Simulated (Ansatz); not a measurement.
Molecular dynamics of AlBrH₂OSi

input.yaml

```yaml
crystal:
  periodic: [false, false, false]
  atoms:
    - { symbol: Br, position_ang: [-0.696566, -3.226219, 0.166406] }
    - { symbol: Al, position_ang: [-0.11073, -1.048585, 0.240296] }
    - { symbol: O, position_ang: [-1.111343, 0.389726, 0.144935] }
    - { symbol: Si, position_ang: [1.015499, 1.009016, 0.06299] }
    - { symbol: H, position_ang: [1.296953, 1.356322, -1.39661] }
    - { symbol: H, position_ang: [-0.351613, 1.45584, 0.735884] }
basis:
  gaussian: { orbitals: def2-SVP }
hamiltonian:
  xc: revpbe
md:
  timestep: 0.5
  n_steps: 200
  ensemble: nve
  temperature: 300.0
  initial_velocities: maxwell_boltzmann
  seed: 9114
```

Command:

```bash
$ ansatz run input.yaml --threads 2 --pin off --max-ram 3072MiB --backend cpu --events-out ev --progress --plain --runs-dir out
```

It starts at the highest image of a converged band, a first-order saddle point between two minima.

Output, in part (one step line in 3, the closing report, with atoms numbered from 0):

```
md step     0: t =     0.00 fs  T =   300.0 K  F+E_penalty+E_count = -86575.85443607 eV  E_kin = 0.155112 eV  conserved = -86575.69932407 eV  (28 SCF iters)
md step     3: t =     1.50 fs  T =   281.3 K  F+E_penalty+E_count = -86575.84469650 eV  E_kin = 0.145434 eV  conserved = -86575.69926235 eV  (32 SCF iters)
md step     6: t =     3.00 fs  T =   246.1 K  F+E_penalty+E_count = -86575.82632603 eV  E_kin = 0.127256 eV  conserved = -86575.69906960 eV  (31 SCF iters)
md step     9: t =     4.50 fs  T =   243.5 K  F+E_penalty+E_count = -86575.82484230 eV  E_kin = 0.125882 eV  conserved = -86575.69896078 eV  (31 SCF iters)
md step    12: t =     6.00 fs  T =   300.9 K  F+E_penalty+E_count = -86575.85460553 eV  E_kin = 0.155562 eV  conserved = -86575.69904340 eV  (31 SCF iters)
md step    15: t =     7.50 fs  T =   402.7 K  F+E_penalty+E_count = -86575.90732703 eV  E_kin = 0.208228 eV  conserved = -86575.69909864 eV  (30 SCF iters)
md step    18: t =     9.00 fs  T =   541.2 K  F+E_penalty+E_count = -86575.97878628 eV  E_kin = 0.279823 eV  conserved = -86575.69896369 eV  (32 SCF iters)
md step    21: t =    10.50 fs  T =   756.5 K  F+E_penalty+E_count = -86576.08991508 eV  E_kin = 0.391128 eV  conserved = -86575.69878746 eV  (30 SCF iters)
md step    24: t =    12.00 fs  T =  1104.0 K  F+E_penalty+E_count = -86576.26962229 eV  E_kin = 0.570805 eV  conserved = -86575.69881743 eV  (31 SCF iters)
md step    27: t =    13.50 fs  T =  1592.8 K  F+E_penalty+E_count = -86576.52267452 eV  E_kin = 0.823550 eV  conserved = -86575.69912452 eV  (30 SCF iters)
md step    30: t =    15.00 fs  T =  2162.7 K  F+E_penalty+E_count = -86576.81774884 eV  E_kin = 1.118194 eV  conserved = -86575.69955502 eV  (30 SCF iters)
md step    33: t =    16.50 fs  T =  2714.9 K  F+E_penalty+E_count = -86577.10364804 eV  E_kin = 1.403695 eV  conserved = -86575.69995315 eV  (29 SCF iters)
md step    36: t =    18.00 fs  T =  3153.1 K  F+E_penalty+E_count = -86577.33056054 eV  E_kin = 1.630278 eV  conserved = -86575.70028215 eV  (29 SCF iters)
md step    39: t =    19.50 fs  T =  3405.0 K  F+E_penalty+E_count = -86577.46097538 eV  E_kin = 1.760513 eV  conserved = -86575.70046218 eV  (29 SCF iters)
md step    42: t =    21.00 fs  T =  3443.9 K  F+E_penalty+E_count = -86577.48100205 eV  E_kin = 1.780615 eV  conserved = -86575.70038731 eV  (29 SCF iters)
md step    45: t =    22.50 fs  T =  3305.8 K  F+E_penalty+E_count = -86577.40932411 eV  E_kin = 1.709219 eV  conserved = -86575.70010502 eV  (29 SCF iters)
md step    48: t =    24.00 fs  T =  3072.5 K  F+E_penalty+E_count = -86577.28835727 eV  E_kin = 1.588585 eV  conserved = -86575.69977253 eV  (29 SCF iters)
md step    51: t =    25.50 fs  T =  2832.6 K  F+E_penalty+E_count = -86577.16407164 eV  E_kin = 1.464560 eV  conserved = -86575.69951146 eV  (29 SCF iters)
md step    54: t =    27.00 fs  T =  2652.7 K  F+E_penalty+E_count = -86577.07090017 eV  E_kin = 1.371539 eV  conserved = -86575.69936151 eV  (29 SCF iters)
md step    57: t =    28.50 fs  T =  2567.8 K  F+E_penalty+E_count = -86577.02695014 eV  E_kin = 1.327635 eV  conserved = -86575.69931469 eV  (29 SCF iters)
md step    60: t =    30.00 fs  T =  2583.6 K  F+E_penalty+E_count = -86577.03518814 eV  E_kin = 1.335827 eV  conserved = -86575.69936127 eV  (29 SCF iters)
md step    63: t =    31.50 fs  T =  2679.4 K  F+E_penalty+E_count = -86577.08486334 eV  E_kin = 1.385359 eV  conserved = -86575.69950460 eV  (29 SCF iters)
md step    66: t =    33.00 fs  T =  2808.0 K  F+E_penalty+E_count = -86577.15157034 eV  E_kin = 1.451857 eV  conserved = -86575.69971327 eV  (29 SCF iters)
md step    69: t =    34.50 fs  T =  2906.5 K  F+E_penalty+E_count = -86577.20261656 eV  E_kin = 1.502775 eV  conserved = -86575.69984197 eV  (29 SCF iters)
md step    72: t =    36.00 fs  T =  2931.8 K  F+E_penalty+E_count = -86577.21561057 eV  E_kin = 1.515833 eV  conserved = -86575.69977796 eV  (29 SCF iters)
md step    75: t =    37.50 fs  T =  2884.3 K  F+E_penalty+E_count = -86577.19107781 eV  E_kin = 1.491318 eV  conserved = -86575.69975966 eV  (29 SCF iters)
md step    78: t =    39.00 fs  T =  2761.9 K  F+E_penalty+E_count = -86577.12798923 eV  E_kin = 1.428037 eV  conserved = -86575.69995223 eV  (29 SCF iters)
md step    81: t =    40.50 fs  T =  2533.1 K  F+E_penalty+E_count = -86577.00969586 eV  E_kin = 1.309734 eV  conserved = -86575.69996211 eV  (30 SCF iters)
md step    84: t =    42.00 fs  T =  2214.6 K  F+E_penalty+E_count = -86576.84466047 eV  E_kin = 1.145061 eV  conserved = -86575.69959937 eV  (29 SCF iters)
md step    87: t =    43.50 fs  T =  1909.5 K  F+E_penalty+E_count = -86576.68640615 eV  E_kin = 0.987283 eV  conserved = -86575.69912265 eV  (29 SCF iters)
md step    90: t =    45.00 fs  T =  1746.9 K  F+E_penalty+E_count = -86576.60201017 eV  E_kin = 0.903194 eV  conserved = -86575.69881606 eV  (29 SCF iters)
md step    93: t =    46.50 fs  T =  1808.3 K  F+E_penalty+E_count = -86576.63380452 eV  E_kin = 0.934950 eV  conserved = -86575.69885486 eV  (29 SCF iters)
md step    96: t =    48.00 fs  T =  2082.8 K  F+E_penalty+E_count = -86576.77614358 eV  E_kin = 1.076879 eV  conserved = -86575.69926506 eV  (29 SCF iters)
md step    99: t =    49.50 fs  T =  2464.8 K  F+E_penalty+E_count = -86576.97421868 eV  E_kin = 1.274393 eV  conserved = -86575.69982615 eV  (29 SCF iters)
md step   102: t =    51.00 fs  T =  2811.2 K  F+E_penalty+E_count = -86577.15369781 eV  E_kin = 1.453501 eV  conserved = -86575.70019631 eV  (29 SCF iters)
md step   105: t =    52.50 fs  T =  3021.7 K  F+E_penalty+E_count = -86577.26263780 eV  E_kin = 1.562321 eV  conserved = -86575.70031638 eV  (29 SCF iters)
md step   108: t =    54.00 fs  T =  3056.5 K  F+E_penalty+E_count = -86577.28070008 eV  E_kin = 1.580338 eV  conserved = -86575.70036244 eV  (29 SCF iters)
md step   111: t =    55.50 fs  T =  2906.2 K  F+E_penalty+E_count = -86577.20284457 eV  E_kin = 1.502598 eV  conserved = -86575.70024629 eV  (29 SCF iters)
md step   114: t =    57.00 fs  T =  2604.7 K  F+E_penalty+E_count = -86577.04661725 eV  E_kin = 1.346751 eV  conserved = -86575.69986591 eV  (29 SCF iters)
md step   117: t =    58.50 fs  T =  2245.6 K  F+E_penalty+E_count = -86576.86046906 eV  E_kin = 1.161052 eV  conserved = -86575.69941657 eV  (29 SCF iters)
md step   120: t =    60.00 fs  T =  1938.5 K  F+E_penalty+E_count = -86576.70139656 eV  E_kin = 1.002306 eV  conserved = -86575.69909011 eV  (29 SCF iters)
md step   123: t =    61.50 fs  T =  1766.0 K  F+E_penalty+E_count = -86576.61196991 eV  E_kin = 0.913096 eV  conserved = -86575.69887419 eV  (29 SCF iters)
md step   126: t =    63.00 fs  T =  1781.5 K  F+E_penalty+E_count = -86576.61984024 eV  E_kin = 0.921098 eV  conserved = -86575.69874214 eV  (30 SCF iters)
md step   129: t =    64.50 fs  T =  2008.7 K  F+E_penalty+E_count = -86576.73750913 eV  E_kin = 1.038563 eV  conserved = -86575.69894598 eV  (30 SCF iters)
md step   132: t =    66.00 fs  T =  2385.4 K  F+E_penalty+E_count = -86576.93305018 eV  E_kin = 1.233336 eV  conserved = -86575.69971405 eV  (29 SCF iters)
md step   135: t =    67.50 fs  T =  2732.8 K  F+E_penalty+E_count = -86577.11340869 eV  E_kin = 1.412964 eV  conserved = -86575.70044493 eV  (29 SCF iters)
md step   138: t =    69.00 fs  T =  2902.5 K  F+E_penalty+E_count = -86577.20104887 eV  E_kin = 1.500721 eV  conserved = -86575.70032792 eV  (29 SCF iters)
md step   141: t =    70.50 fs  T =  2934.3 K  F+E_penalty+E_count = -86577.21718272 eV  E_kin = 1.517155 eV  conserved = -86575.70002748 eV  (29 SCF iters)
md step   144: t =    72.00 fs  T =  2903.8 K  F+E_penalty+E_count = -86577.20165230 eV  E_kin = 1.501393 eV  conserved = -86575.70025942 eV  (29 SCF iters)
md step   147: t =    73.50 fs  T =  2773.5 K  F+E_penalty+E_count = -86577.13429155 eV  E_kin = 1.434028 eV  conserved = -86575.70026338 eV  (29 SCF iters)
md step   150: t =    75.00 fs  T =  2544.7 K  F+E_penalty+E_count = -86577.01553704 eV  E_kin = 1.315720 eV  conserved = -86575.69981723 eV  (29 SCF iters)
md step   153: t =    76.50 fs  T =  2324.2 K  F+E_penalty+E_count = -86576.90108564 eV  E_kin = 1.201687 eV  conserved = -86575.69939861 eV  (29 SCF iters)
md step   156: t =    78.00 fs  T =  2217.3 K  F+E_penalty+E_count = -86576.84577269 eV  E_kin = 1.146444 eV  conserved = -86575.69932906 eV  (29 SCF iters)
md step   159: t =    79.50 fs  T =  2238.7 K  F+E_penalty+E_count = -86576.85712335 eV  E_kin = 1.157501 eV  conserved = -86575.69962186 eV  (29 SCF iters)
md step   162: t =    81.00 fs  T =  2308.1 K  F+E_penalty+E_count = -86576.89327046 eV  E_kin = 1.193380 eV  conserved = -86575.69989062 eV  (29 SCF iters)
md step   165: t =    82.50 fs  T =  2349.8 K  F+E_penalty+E_count = -86576.91459731 eV  E_kin = 1.214948 eV  conserved = -86575.69964953 eV  (29 SCF iters)
md step   168: t =    84.00 fs  T =  2404.5 K  F+E_penalty+E_count = -86576.94247981 eV  E_kin = 1.243206 eV  conserved = -86575.69927416 eV  (29 SCF iters)
md step   171: t =    85.50 fs  T =  2548.2 K  F+E_penalty+E_count = -86577.01718111 eV  E_kin = 1.317534 eV  conserved = -86575.69964682 eV  (29 SCF iters)
md step   174: t =    87.00 fs  T =  2698.4 K  F+E_penalty+E_count = -86577.09567485 eV  E_kin = 1.395160 eV  conserved = -86575.70051529 eV  (29 SCF iters)
md step   177: t =    88.50 fs  T =  2666.1 K  F+E_penalty+E_count = -86577.07911267 eV  E_kin = 1.378455 eV  conserved = -86575.70065717 eV  (29 SCF iters)
md step   180: t =    90.00 fs  T =  2416.2 K  F+E_penalty+E_count = -86576.94933358 eV  E_kin = 1.249288 eV  conserved = -86575.70004524 eV  (31 SCF iters)
md step   183: t =    91.50 fs  T =  2093.1 K  F+E_penalty+E_count = -86576.78167858 eV  E_kin = 1.082236 eV  conserved = -86575.69944236 eV  (31 SCF iters)
md step   186: t =    93.00 fs  T =  1851.4 K  F+E_penalty+E_count = -86576.65642185 eV  E_kin = 0.957223 eV  conserved = -86575.69919865 eV  (32 SCF iters)
md step   189: t =    94.50 fs  T =  1757.5 K  F+E_penalty+E_count = -86576.60800158 eV  E_kin = 0.908704 eV  conserved = -86575.69929750 eV  (31 SCF iters)
md step   192: t =    96.00 fs  T =  1786.9 K  F+E_penalty+E_count = -86576.62349668 eV  E_kin = 0.923904 eV  conserved = -86575.69959264 eV  (32 SCF iters)
md step   195: t =    97.50 fs  T =  1864.8 K  F+E_penalty+E_count = -86576.66395748 eV  E_kin = 0.964178 eV  conserved = -86575.69977938 eV  (31 SCF iters)
md step   198: t =    99.00 fs  T =  1952.5 K  F+E_penalty+E_count = -86576.70890981 eV  E_kin = 1.009538 eV  conserved = -86575.69937141 eV  (31 SCF iters)
md step   200: t =   100.00 fs  T =  2063.3 K  F+E_penalty+E_count = -86576.76556966 eV  E_kin = 1.066807 eV  conserved = -86575.69876283 eV  (30 SCF iters)
Total energy: -86576.76561647 eV, -3181.6374525658 hartree
Atom 0 at    -0.681750    -3.290595     0.182896 Å, force    -0.370399    -1.141906     0.000927 eV/Å
Atom 1 at    -0.234316    -1.162475     0.165413 Å, force     0.699598     4.494368    -0.040879 eV/Å
Atom 2 at    -0.846760     0.583485     0.111295 Å, force     0.786115    -1.915314     0.681647 eV/Å
Atom 3 at     0.895379     1.128432     0.100281 Å, force    -1.617008    -0.753353    -1.537109 eV/Å
Atom 4 at     0.819539     2.132083    -1.043438 Å, force     0.100735    -0.881458    -1.334655 eV/Å
Atom 5 at     1.406706     2.429148     0.574894 Å, force     0.400959     0.197664     2.230069 eV/Å
Dipole moment:     0.018699    -0.637441     0.118030 e Å
```

All steps were run. The conserved energy stayed within 0.24 meV per atom of its start (net change 0.094 meV per atom), so the integration is sound. The kinetic energy rose, since the run started high on the potential surface and went downhill. A run of 0.1 ps of so small a system gives no equilibrium averages. The orbitals stay closed-shell, which can raise the energy where a bond breaks towards radicals; this wasn't checked here.

Between its relaxed ends the band would form O3–H6 and break Si4–H6. These pairs go: O3–H6 1.44 → 2.95 Å, Si4–H6 1.59 → 1.48 Å. In the last frame they stand as before the step (other bonds may differ from the relaxed reactants and products). Also joined: O3–Si4 2.22 → 1.83 Å. It ends as one piece, AlBrH2OSi. Pairs count as bonded within 1.25 times the sum of covalent radii (0.12 Å more for H–H).

Last frame:

```xyz
6
Properties=species:S:1:pos:R:3
Br -0.682 -3.291 0.183
Al -0.234 -1.163 0.165
O -0.847 0.584 0.111
Si 0.895 1.128 0.100
H 0.820 2.132 -1.043
H 1.407 2.429 0.575
```

The run took 3 min on 2 threads of Intel(R) Xeon(R) Platinum 8488C (Sapphire Rapids), with other jobs on the host, peak memory 0.15 GiB.
